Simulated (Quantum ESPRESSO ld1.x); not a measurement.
Excited configurations of Be+: one electron is placed in a higher orbital outside [He]. The ground configuration is [He] 2s1. All-electron calculation, non-relativistic Kohn-Sham, PBE, spin-unpolarised, spherical densities, point nucleus; without spin polarisation the odd electron is poorly described. Program: ld1.x of Quantum ESPRESSO 7.5. Excitation = E - E(ground); binding = E(ion) - E, where the ion is the core of charge +2; n* = 2/sqrt(2 binding) in atomic units, and the quantum defect is n - n*.

| outer orbital | excitation (eV) | binding (eV) | n* | quantum defect | eigenvalue (eV) | <r> (bohr) |
|---|---|---|---|---|---|---|
| 3s | 10.395 | 7.550 | 2.685 | 0.315 | -5.918 | 5.477 |
| 3d | 11.969 | 5.976 | 3.018 | -0.018 | -4.298 | 5.301 |
| 4s | 13.803 | 4.142 | 3.625 | 0.375 | -3.315 | 10.07 |
| 5p | 15.509 | 2.436 | 4.726 | 0.274 | -1.964 | 16.84 |
| 5f | 15.661 | 2.284 | 4.881 | 0.119 | -1.766 | 15.43 |
| 6s | 16.140 | 1.805 | 5.490 | 0.510 | -1.480 | 23.52 |
| 6p | 16.242 | 1.703 | 5.654 | 0.346 | -1.391 | 24.50 |
| 6d | 16.308 | 1.637 | 5.765 | 0.235 | -1.327 | 24.48 |
| 6f | 16.325 | 1.620 | 5.796 | 0.204 | -1.291 | 23.26 |
| 7f | 16.738 | 1.207 | 6.715 | 0.285 | -0.979 | 32.52 |

Estimate the row for 7p.

Answer. excitation (eV) 16.688; binding (eV) 1.257; n* 6.580; quantum defect 0.420; eigenvalue (eV) -1.036; <r> (bohr) 33.59. The Delta-SCF ionisation energy is 17.945 eV (NIST Atomic Spectra Database: 18.211 eV, measured). Self-interaction in the functional shifts the binding energies and quantum defects, so they are the method's values and not measured ones. Spin polarisation and multiplet splitting are left out, so open shells lie too high by an amount that depends on their filling.
